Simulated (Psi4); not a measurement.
C₃H₉Al, charge +1, doublet, geometry from GFN2-xTB (such geometries of metal compounds can be far from the true shape) (a state made from the parent by changing its charge; the spin is typed, not shown lowest). Base run: Psi4 1.11 with HF/STO-3G.

The Psi4 input:
```
memory 2 GB

molecule {
1 2
  Al   -0.11017492   -0.11753443   -0.00666433
  C    -1.50958297   -1.50084963   -0.15485164
  H    -1.72462217   -1.73358950   -1.20610585
  H    -2.45001779   -1.17124687    0.30532003
  H    -1.19763804   -2.42823588    0.34418998
  C     0.07074410    1.67849991   -0.95581859
  H     1.08028348    1.76611445   -1.36618107
  H    -0.10898743    2.47585386   -0.23090264
  H    -0.67564031    1.71304257   -1.75118105
  C     1.58527878   -0.02234132    1.12024899
  H     1.64310521    0.95865353    1.59990056
  H     2.44785174   -0.16889424    0.46535812
  H     1.53929993   -0.81560399    1.86876561
}

set basis sto-3g
set reference uhf

energy('scf')
print_variables()
```

Each row names what was changed in the base input (with any setting that the change needs).

```csv
change,ΔE vs base (µEh),SCF cycles,basis functions
base,0.0,13,33
guess = sadno,0.0,14,33
basis_guess = sto-3g,0.0,1,33
diis_max_vecs = 15,0.0,13,33
cholesky_tolerance = 1e-3 (with scf_type cd),2881,13,33
d_convergence = 1e-8,0.0,17,33
df_basis_scf = cc-pvtz-jkfit,622,13,33
guess = sap,0.0,11,33
scf_type = dfdirj+cosx,-1216,13,33
scf_type = direct,657,15,33
puream = false,69.4,13,33
guess = huckel,0.0,13,33
scf_type = cd,1162,13,33
```

Open shells are given as the SCF converged; they aren't shown to be the lowest states, and a large step between rows can be another state.
